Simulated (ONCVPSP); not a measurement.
# What one change does to a pseudopotential (C, ONCV)

- Element: carbon
- Generator: ONCVPSP 4.0.1
- Type: optimised norm-conserving Vanderbilt (ONCV)
- Functional: PBE
- Relativity: scalar-relativistic
- Frozen core: [He]
- Valence charge: 4
- Reference configuration: 2s2 2p2
- Partial waves: 2s: rc 1.10 bohr, ncon 4, nbas 8, qcut 4.7 1/bohr, 2 projectors, debl 3 Ha; 2p: rc 1.10 bohr, ncon 3, nbas 8, qcut 8.3 1/bohr, local; d scattering state at 0.16 Ha: rc 1.50 bohr, ncon 4, nbas 7, qcut 5.7 1/bohr, 2 projectors, debl 0.4 Ha
- Local potential: the p channel
- Core correction: polynomial model core, fcfact 0.4

Change: core correction Teter function fitted to the true core (icmod 2), fcfact 0.6.

Cutoffs: the cutoffs (Ha) at which the residual kinetic energy of the hardest occupied pseudo-wave falls to 1 and 0.1 mHa per electron; they do not see the model core or the augmentation charge, which bear on the density cutoff. Errors are all-electron minus pseudo energies relative to the spin-unpolarised reference configuration.

Task: How do hardness, ghosts and transferability respond?

Result: The potential gets neither clearly harder nor softer (64 Ha and 135 Ha → 64 Ha and 135 Ha); of the 4 tests that both files solve, the error grows in 3 and shrinks in 0 by more than 15 % and 0.3 meV (median size 56.3 → 63.1 meV); neither file shows a bound ghost. A model core, the more so a compact one, raises the density cutoff, which this test does not measure.

```tsv
quantity	base	changed
cutoff, loose	64 Ha	64 Ha
cutoff, tight	135 Ha	135 Ha
bound ghosts	none	none
GHOST(+) flags under 300 eV	none	none
error for 2s2 2p1, meV [ΔE 10.86 eV]	+5.1	+6.2
error for 2s2 2p0, meV [ΔE 35.02 eV]	+72	+86
error for 2s1 2p0, meV [ΔE 83.21 eV]	+139	+175
error for 2s0 2p4, meV [ΔE 16.98 eV]	+41	+41
s: phases at 1.12 bohr within 0.05 rad from the reference energy up to (Ha; the scan ends near 5)	to the end of the scan	to the end of the scan
p: phases at 1.12 bohr within 0.05 rad from the reference energy up to (Ha; the scan ends near 5)	4.4	4.4
d: phases at 1.52 bohr within 0.05 rad from the reference energy up to (Ha; the scan ends near 5)	to the end of the scan	to the end of the scan
rms error of d²Exc/dni dnj with the model core, mHa	1.20	1.61
```
